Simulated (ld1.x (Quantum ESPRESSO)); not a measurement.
The numbers below are computed, except where a source is named.
# Hardness and transferability of assorted potentials

Generated with ld1.x 7.5 (TM, RRKJ, ultrasoft, PAW), atompaw 4.2 or ONCVPSP 4.0.1. The cutoff is in Ry: for ld1.x and atompaw files where the sum of valence levels is converged to 10 mRy in a Bessel basis, for ONCV files where the hardest occupied wave has 1 mHa per electron of residual kinetic energy. The error is the largest all-electron minus pseudo excitation energy over each file’s own four to seven test configurations (ionisations up to +4, promotions, holes and added fractions of an electron), all of which were solved. The labels leave out finer settings (local radius, basis sizes, second energies), which also bear on the numbers. Spin-polarised tests are not counted. The rows are a selection from randomly drawn settings: files with unsolved tests, undetermined cutoffs or missed reference levels are left out.

| element | potential | cutoff (Ry) | largest error (meV) | bound ghosts |
| --- | --- | --- | --- | --- |
| He | RRKJ, LDA (PZ), scalar-relativistic, rc 0.66/0.55 (sp), local smoothed, core correction no, reference 1s2 | 120 | +8.4 | none |
| B | TM, PBE, scalar-relativistic, rc 1.30/2.55 (sp), local smoothed, core correction yes, reference 2s2 2p1 | 21 | +160 | none |
| Cr | PAW, PBEsol, scalar-relativistic, rc 1.25/1.55/1.75 (spd), local smoothed, core correction yes, reference 3s2 3p6 3d5.5 4s0.5 4p0 | 35 | +35 | none |
| Fe | ultrasoft, PBEsol, fully relativistic, rc 2.55/3.30/1.50 (spd), local smoothed, core correction no, reference 3d6 4s2 4p0 | 45 | +66 | none |
| Ga | PAW, PBE, scalar-relativistic, rc 1.70/2.05/2.05 (spd), local smoothed, core correction yes, reference 4s1.75 4p1.25 | 10 | -174 | none |
| Pm | TM semilocal, LDA (PZ), scalar-relativistic, rc 3.15/2.10/2.70/1.20 (spdf), local s, core correction no, reference 4f5 5p6 5d0 6s2 6p0 | 230 | +175 | none |

(1) Fill in the row for Ag: TM semilocal, PBE, scalar-relativistic, rc 2.05/2.95/1.65 (spd), local p, core correction no, reference 4d10 5s1 5p0.

## Answers

(1) cutoff 70 Ry, largest error -55 meV, bound ghosts: none.
